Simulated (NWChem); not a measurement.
# Correlation energy of CNO

SMILES: N#C[O]
```xyz
3

O      0.0000     0.0000     1.1395
C      0.0000     0.0000    -0.0409
N      0.0000     0.0000    -1.2673
```
Charge 0, spin multiplicity 2.

The numbers come from NWChem runs, not from measurements. All single points use one geometry, from UB3LYP/def2-SVP, a minimum by its harmonic frequencies.

Basis set: cc-pVDZ. Each correlation energy counts from its own Hartree-Fock reference.

| method | correlation energy (mHa) | remark |
|---|---|---|
| URI-MP2 | -416.7 | - |
| UMP2 | -416.6 | - |
| SCS-UMP2 | -399.9 | - |
| CCSD on UHF | -436.4 | - |
| CCSD[T] on UHF | -455.5 | - |
| CCSD(T) on UHF | -453.4 | - |
| CCSD on ROHF | -446.7 | large amplitudes |
| CCSD[T] on ROHF | -468.4 | large amplitudes |
| CCSD(T) on ROHF | -465.3 | large amplitudes |

The values span 68.5 mHa, from CCSD[T] on ROHF (lowest) to SCS-UMP2 (highest). 

The correlated methods keep 3 core orbitals frozen. The structure started from a generated list of species. The unpaired electrons of the parent sit in orbitals of symmetry b2 (C2v labels of the run); other states weren't searched. The stability of the SCF solutions was not checked. Open-shell Hartree-Fock references start from PBE0 orbitals. Coupled-cluster values serve here as a point of comparison, not as the truth.
